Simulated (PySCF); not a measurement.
HO3W, SMILES [O]=[W+](=[O])[OH], charge +1, multiplicity 1.

Geometry: PBE0-D3(BJ)/def2-SVP. The spin state was assumed, not searched. The isomer is the one that the SMILES or the coordinates give; other isomers of the formula were not compared. The def2 effective core potentials stand for the cores of W; spin–orbit coupling is left out. The values are those of a single conformer.

Two levels are set side by side: PBE/def2-TZVPD (PySCF) and PBE0/def2-TZVPD (PySCF). Same geometry, gas phase. Differences are taken from unrounded values.

```tsv
quantity	PBE0
orbital gap (eV)	4.84
highest occupied level (eV)	-15.36
lowest empty level (eV)	-10.52
mean polarisability (bohr³)	38.5
```

Problem. What does PBE give, and how far is it from PBE0? (The exact figures need the calculation; the answer reports its results.)

Solution. 
| quantity | PBE | PBE minus PBE0 |
|---|---|---|
| orbital gap (eV) | 2.50 | -2.34 |
| highest occupied level (eV) | -13.76 | 1.60 |
| lowest empty level (eV) | -11.26 | -0.74 |
| mean polarisability (bohr³) | 39.9 | 1.4 |

PBE's occupied levels lie high since its potential decays too fast outside the molecule; exact exchange lowers them and widens the gap. Loosely held outer electrons make PBE densities more polarisable. Differences between two approximate levels are no errors against the true value.

Rough cost on one machine, each run with all the roots and properties that it gave: PBE0 against PBE within a factor of 2.
